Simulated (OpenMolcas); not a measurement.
Te I: RASPT2 settings compared

| Property | Result |
| --- | --- |
| Program | OpenMolcas 26.06 |
| Basis | ANO-R1 [6s5p3d1f] |
| Scalar Hamiltonian | X2C, finite nucleus |
| Active space | 6 electrons in 9 orbitals (RAS2 5s 5p; RAS3 5d, at most 2 electrons) |
| State averaging | 2S+1 = 3 even, 3 roots; 2S+1 = 1 even, 6 roots kept (CI in the orbitals of an earlier block) |
| Spin-orbit coupling | RASSI with atomic mean-field integrals over the reference wave functions, term energies averaged over their components |

Methods on the same reference wave functions:
A. RASSCF
B. SS-RASPT2, IPEA 0.15 Eh, real shift 0.15 Eh (closed shells correlated: 4s 4p 4d)
C. XMS-RASPT2, IPEA 0.3 Eh, imaginary shift 0.4 Eh (closed shells correlated: 4d)
D. XMS-RASPT2, IPEA 0 Eh, sigma2 regulariser 0.2 Eh (closed shells correlated: 4d)

Energies in cm-1 above 5s2 5p4 3P2, the measured ground level; measured values from NIST Handbook of Basic Atomic Spectroscopic Data.

| Level | A | B | C | D | Measured |
| --- | --- | --- | --- | --- | --- |
| 5s2 5p4 3P2 | 0.0 | 0.0 | 0.0 | 0.0 | 0.0 |
| 5s2 5p4 3P1 | 4077 | 4090 | 4080 | 4080 | 4751 |
| 5s2 5p4 3P0 | 4532 | 4520 | 4540 | 4530 | 4706 |
| 5s2 5p4 1D2 | 12004 | 11850 | 11960 | 11930 | 10558 |
| 5s2 5p4 1S0 | 24351 | 24050 | 24440 | 24320 | 23198 |

Deviations, from unrounded energies. A percentage is the sum of absolute deviations over the sum of measured energies, with the sign that they share, or ± where signs differ.

```
                        Against measurement  Levels     A     B     C     D
             mean absolute deviation (cm-1)       4   860   750   870   830
      fine structure of the ground term (%)       2  -9.0  -9.0  -8.9  -8.9
other terms of the ground configuration (%)       2  +7.7  +6.3  +7.8  +7.4
```

B lies closest to measurement on these levels and C furthest from it. The largest miss of B in the table is 5s2 5p4 1D2, by +1300 cm-1. The ranking rests on the paired levels alone, and a cruder setting can come out closer through cancelling errors.

Among B to D the level of the table that moves most is 5s2 5p4 1S0, by 380 cm-1 (lowest in B, highest in C). Moves below CASPT2's spread within the term are not significant.

The mean deviations of B to D differ by less than CASPT2's widest spread within a term (550 cm-1), so their order carries little weight.

From A to B the spin-free energies of the other terms of 5s2 5p4 shown, above 3P, scale by a factor of 0.98.

The lowest spin-free term lies below A's lowest term by 0.411 hartree in B, 0.352 hartree in C, 0.354 hartree in D.

CASPT2 does not keep the components of a term degenerate, so their means are used; among the terms shown or strongly mixed into the levels shown the widest spread is 550 cm-1 (5s2 5p4 1D, C). Terms from blocks run as CI alone lack orbitals of their own. Active for correlation alone: 5d; no level in the range computed is led by a configuration that fills it, so any true level of that kind is missing. Measured partners are found by configuration, term and J. A level has none where our copy of the source lacks it or the pairing is in doubt (some pairs that miss far off the trend of their configuration count as doubtful), and it then counts in no deviation. Levels of configurations outside the active space are missing.
